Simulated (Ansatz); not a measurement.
`C=C(N)[SiH3]` + HCl → `C=C(N)Cl` + SiH₄ at 600 K and 1 bar (substitution at a C–Si bond).

Program: Ansatz. Geometries: PBE0-D4/def2-TZVP. ΔE: electronic, gas phase. CCSD(T)/CBS adds triple-zeta CCSD(T) − MP2 to the extrapolated MP2 energy (def2 sets, frozen cores). This one scheme is used for every species. Each species was taken in one conformer, which may not be the lowest.

```csv
species,CCSD(T)/CBS energy (Eh),H − E (kJ/mol),S (J/(mol·K))
`C=C(N)[SiH3]`,-424.06738,278.7,403.5
HCl,-460.38127,35.4,207.2
`C=C(N)Cl`,-592.96731,201.4,356.8
SiH₄,-291.46306,108.7,242.3
```

H − E and S are ideal-gas, rigid-rotor, harmonic terms from PBE0-D4/def2-TZVP, for one conformer and one mirror image of each species. 1 Eh = 2625.50 kJ/mol, R = 8.31446 J/(mol·K).

Q: By hand: ΔE, ΔH, ΔS and ΔG.

A: ΔE = (-592.96731) + (-291.46306) − (-424.06738) − (-460.38127) = 0.01828 Eh = 48.0 kJ/mol. Δ(H − E) = 201.4 + 108.7 − 278.7 − 35.4 = -4.0, so ΔH = 44.0 kJ/mol. ΔS = 356.8 + 242.3 − 403.5 − 207.2 = -11.6 J/(mol·K). ΔG = 44.0 − 600 × (-11.6)/1000 = 51.0 kJ/mol.

Q: By hand: the equilibrium constant, and the temperature at which ΔG would vanish if ΔH and ΔS stayed fixed.

A: log₁₀ K = −ΔG/(RT ln 10) = -4.4. ΔH and −TΔS have one sign here, so there is no such temperature.

The number of gas molecules stays the same, so ΔS is small and ΔH decides. A doubt of 5 kJ/mol in ΔE shifts log₁₀ K by 0.4 here. Other conformers and mirror images would add mixing entropy, several J/(mol·K) or more a flexible species. These are equilibria of isolated gas molecules and say nothing of rates. Largest T1 diagnostic: 0.012 (customary marks: 0.02 for closed shells, 0.045 for open ones).

ΔS is within the doubt of such terms, so its sign, and with it that verdict, could turn.
